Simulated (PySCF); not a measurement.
Run record: excited-state job, `NC(=O)C(F)=C(F)F`.

Method: TDDFT B3LYP/def2-SVPD, vertical, gas phase, core orbitals frozen in the response (PySCF 2.14.0, density-fitted response routines). Geometry: GFN2-xTB. The command runs a driver script over a list of jobs; the input below is this job's line of settings and its coordinates in Å.

Command:
```bash
OMP_NUM_THREADS=1 python probes_run.py task.json out
```

Input:
```
{"job": {"kind": "uv", "xc": "B3LYP", "basis": "def2-SVPD", "nstates": 8, "ntriplets": 3}, "charge": 0, "multiplicity": 1}
N     -1.827458    -0.045897     0.473420
C     -0.609923    -0.603354     0.324886
O     -0.399599    -1.790934     0.287026
C      0.492396     0.406651     0.207853
F      0.133425     1.708304     0.262476
C      1.785107     0.115049     0.055393
F      2.745159     1.016959    -0.045533
F      2.278220    -1.096170    -0.014837
H     -2.623303    -0.655585     0.556649
H     -1.965142     0.949632     0.498903
```

Output:
```
coarse grid: 9904 points
cycle   1  E = -544.3157810266  dE =  1.534e+00  |g| = 1.096e+00  |ddm| = 4.472e+00
cycle   2  E = -543.2866535846  dE =  1.029e+00  |g| = 2.438e+00  |ddm| = 4.428e+00
cycle   3  E = -544.5213286618  dE = -1.235e+00  |g| = 3.727e-01  |ddm| = 3.706e+00
cycle   4  E = -544.5435026988  dE = -2.217e-02  |g| = 1.770e-01  |ddm| = 5.250e-01
cycle   5  E = -544.5494624129  dE = -5.960e-03  |g| = 2.858e-02  |ddm| = 2.033e-01
cycle   6  E = -544.5496016072  dE = -1.392e-04  |g| = 1.518e-02  |ddm| = 5.093e-02
cycle   7  E = -544.5496475214  dE = -4.591e-05  |g| = 3.727e-03  |ddm| = 1.922e-02
cycle   8  E = -544.5496505110  dE = -2.990e-06  |g| = 1.106e-03  |ddm| = 5.184e-03
final grid: 101384 points
cycle   9  E = -544.6266154574  dE = -2.815e-05  |g| = 7.339e-03  |ddm| = 1.094e-01
cycle  10  E = -544.6265830869  dE =  3.237e-05  |g| = 1.483e-02  |ddm| = 2.048e-02
cycle  11  E = -544.6266251921  dE = -4.211e-05  |g| = 1.679e-03  |ddm| = 1.465e-02
cycle  12  E = -544.6266257066  dE = -5.145e-07  |g| = 1.763e-04  |ddm| = 1.787e-03
cycle  13  E = -544.6266257103  dE = -3.727e-09  |g| = 9.365e-05  |ddm| = 2.479e-04
cycle  14  E = -544.6266257117  dE = -1.406e-09  |g| = 2.979e-05  |ddm| = 1.004e-04
cycle  15  E = -544.6266257119  dE = -1.853e-10  |g| = 6.783e-06  |ddm| = 4.016e-05
converged SCF energy = -544.6266257119

Static polarisability (au): isotropic 52.802, principal 33.158 53.586 71.663

Singlet excitations
state   eV       nm        f      main configurations
  1   4.8988    253.1   0.00002   H-1->L 0.98
  2   6.1385    202.0   0.06864   H->L 0.53, H-2->L 0.40
  3   6.3159    196.3   0.33922   H-2->L 0.52, H->L 0.42
  4   6.6021    187.8   0.00426   H->L+1 0.90
  5   6.9863    177.5   0.04388   H-1->L+1 0.93
  6   7.1709    172.9   0.00669   H-2->L+1 0.93
  7   7.4214    167.1   0.00192   H->L+2 0.57, H->L+3 0.36
  8   7.6991    161.0   0.00404   H->L+3 0.46, H->L+2 0.41

Triplet excitations (Tamm-Dancoff, eV): 3.9427 4.5257 4.8690
```

The SCF starts on a coarse grid where the log names one; the energy can jump when the final grid takes over, and dE then counts from the start density on the new grid. H and L stand for HOMO and LUMO; the number after each pair is its weight.

Problem. Which computed singlet has the largest oscillator strength, and what do all of them sum to?

Solution. State 3 at 6.32 eV (196 nm), f = 0.339; the 8 states sum to 0.469.

Problem. Give S1 in cm⁻¹ and kJ/mol.

Solution. 4.8988 eV × 8065.54 = 39511 cm⁻¹; × 96.485 = 472.7 kJ/mol.

Main results: HOMO -7.84 eV, LUMO -1.53 eV; lowest singlet 4.90 eV; lowest triplet 3.94 eV (Tamm–Dancoff); mean polarisability 52.8 au.

Problem. How long does this job take on Arm Neoverse V1, one thread, shared host with 32 logical CPUs at a one-minute load of 14? And the peak memory of the process?

Solution. About 28 s, with 0.74 GiB resident at the peak, the Python interpreter and its libraries included.

One conformer stands for the species.
Labels such as C1 count atoms from 1, the log's own numbers from 0.
